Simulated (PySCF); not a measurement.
NICS in rings of unrelated molecules.

NICS = −σ at a ghost point: NICS(0) at the centroid of the ring atoms, NICS(1) 1 Å to either side along the normal of their mean plane, zz for the tensor component along that normal. Level: GIAO PBE0/pcSseg-1 (PySCF, non-relativistic, gas phase) on the GFN2-xTB geometries, one conformer each. Atom numbers follow the mapped SMILES.

Question: Order these rings by mean NICS(1)zz, lowest (most negative) first (ppm).
A. ring N2–N3–C4–C5–N8 in `[CH3:1][n:2]1[n:3][cH:4][c:5]([C:6]#[N:7])[n:8]1`
B. ring C3–C4–C5–C7–C8–P9 in `[CH2:1]=[CH:2][c:3]1[cH:4][c:5]([SiH3:6])[cH:7][cH:8][p:9]1`
C. ring P3–C4–C5–C6–C7 in `[CH3:1][CH2:2][P:3]1[CH2:4][CH2:5][CH2:6][CH2:7]1`
D. ring C4–C5–C6–C7–C8–C9 in `[H]/[P:3]=[C:2](/[SiH3:1])[c:4]1[cH:5][cH:6][cH:7][cH:8][cH:9]1`
E. ring C2–C3–C4–C5–C6–C7 in `[PH2:1][CH:2]1[CH2:3][CH2:4][CH2:5][CH2:6][CH2:7]1`
F. ring P3–C6–C7 in `[CH3:1][CH:2]=[P:3]1([CH2:4][CH3:5])[CH2:6][CH2:7]1`
G. ring C2–Si3–S4–C5–S6–C7 in `[F:1][C@@H:2]1[SiH2:3][S:4][CH2:5][S:6][C@H:7]1[F:8]`

Answer: A (-33.0), D (-26.7), B (-23.0), F (-20.2), C (-4.7), E (3.2), G (6.1).

```csv
SMILES,ring,NICS(0),NICS(1),NICS(1)zz,HOMA,rms pucker (Å),ring atoms with four or more neighbours
Cn1ncc(C#N)n1,5-membered ring with 3 N; formal bonds all aromatic,-14.2,-13.5,-33.0,0.97,0.00,0
[H]/P=C(/[SiH3])c1ccccc1,6-membered carbocycle; formal bonds all aromatic,-7.9,-10.7,-26.7,0.99,0.00,0
C=Cc1cc([SiH3])ccp1,6-membered ring with P; formal bonds all aromatic,-5.8,-9.5,-23.0,0.90,0.00,0
CC=P1(CC)CC1,3-membered ring with P; formal bonds all single,-33.0,-8.7,-20.2,–,0.00,3
CCP1CCCC1,5-membered ring with P; formal bonds all single,-6.1,-4.4,-4.7,–,0.20,4
PC1CCCCC1,6-membered carbocycle; formal bonds all single,-2.0,-2.3,3.2,–,0.24,6
F[C@@H]1[SiH2]SCS[C@H]1F,6-membered ring with 2 S and Si; formal bonds all single,-1.1,-1.2,6.1,–,0.31,4
```

NICS(0) gives another order. The isotropic NICS(1) gives the same order. HOMA uses Krygowski's 1993 parameters; it is left out where a ring has a four-coordinate atom, a triple bond, no multiple bond or a kind of bond without parameters. NICS(1) and NICS(1)zz are means over the two faces.
